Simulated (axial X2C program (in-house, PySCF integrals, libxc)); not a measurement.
**CrN along the bond: PBE0, two-component**

Calculated with an axial X2C code built on PySCF integrals. Two-component (2c) means X2C with spin–orbit coupling and atomic mean-field two-electron Coulomb and Gaunt terms. Basis: Cr dyall-cv3z [9s10p6d3f2g], N dyall-av3z [7s7p3d2f] (cores contracted in-house); Gaussian nuclei, density fitting, unrestricted open shells. Masses: Cr 51.941 u, N 14.003 u.

State: Ω = 3/2 (⟨Sz⟩ = 1.50, ⟨Lz⟩ = 0.00 at PBE0). Dipoles are positive if N is the positive end.

```csv
R (Å),μ (D),HOMO (eV),LUMO (eV)
1.362,-2.059,-5.24,-1.96
1.424,-2.520,-5.39,-2.01
1.471,-2.813,-5.49,-2.07
1.518,-3.052,-5.56,-2.17
1.565,-3.237,-5.61,-2.23
1.620,-3.404,-5.65,-2.26
1.675,-3.534,-5.67,-2.26
1.745,-3.666,-5.68,-2.21
1.831,-3.786,-5.69,-2.14
1.956,-3.894,-5.69,-2.03
```

Problem. The minimum lies at 1.552 Å. What is the dipole moment there, and its slope?

Solution. At PBE0, 2c, with the sign and origin stated: μ = -3.19 D, dμ/dR = -3.71 D/Å.

One determinant describes the state; a PBE0 search over occupations chose it and may have missed a lower one. Density functionals use the spin component along the axis (collinear). With several unpaired electrons one determinant need not be a pure state. This is the top spin component of a Σ state; components of lower Ω are not single determinants and can lie lower. The determinant is spin-polarised beyond a pure state at some levels (its spin-free form has ⟨S²⟩ too high), which makes Re and μ there less reliable.
